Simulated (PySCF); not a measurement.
These compounds are isomers of formula C6H10O2Si.

A. SMILES CC#C[Si](O)(O)C1CC1
B. `COc1ccc([SiH2]C)o1`
C. `InChI=1S/C6H10O2Si/c1-2-8-9-6-4-3-5-7/h5H,2,6,9H2,1H3`

Spectrum 1. $^{13}$C{$^{1}$H} NMR (computed): δ 106.5 (C), 87.7 (C), 5.5 (CH3), 2.9 (CH2), 1.2 (CH).

Spectrum 2. $^{13}$C{$^{1}$H} NMR (computed): δ 181.0 (CH), 107.5 (C), 89.4 (C), 64.5 (CH2), 20.5 (CH3), 10.3 (CH2).

Spectrum 3. $^{13}$C{$^{1}$H} NMR (computed): δ 173.3 (C), 142.9 (C), 131.8 (CH), 89.6 (CH), 56.2 (CH3), -9.0 (CH3).

All values are calculated (PySCF): GFN2-xTB geometry, GIAO PBE0/pcSseg-1 shieldings. No solvent model, fast rotation and ring inversion assumed for equivalent nuclei, relativity neglected, single conformer.

δ = σ(ref) − σ, references computed at the same level: $^{13}$C vs TMS. Shifts are as computed. Against solution values, carbons near 30 ppm lie about +3 ppm off and those near 130 ppm about +5 ppm. Of 1211 compounds with measured shifts, 218 miss one by over three times the rms of a fit or turn the order of signals round; such compounds aren't used in these exercises.

Match each spectrum to its structure.

## Answers

1–A, 2–C, 3–B.

- Spectrum 1 (A): 5 $^{13}$C signals; δC 87.7 is an alkyne carbon; δC 5.5 is a propargylic methyl carbon.
- Spectrum 2 (C): 6 $^{13}$C signals; δC 181.0 is an aldehyde carbonyl carbon; δC 89.4 is an alkyne carbon.
- Spectrum 3 (B): 6 $^{13}$C signals; δC 173.3 is an aromatic carbon bearing oxygen; δC 131.8 is an aromatic CH.
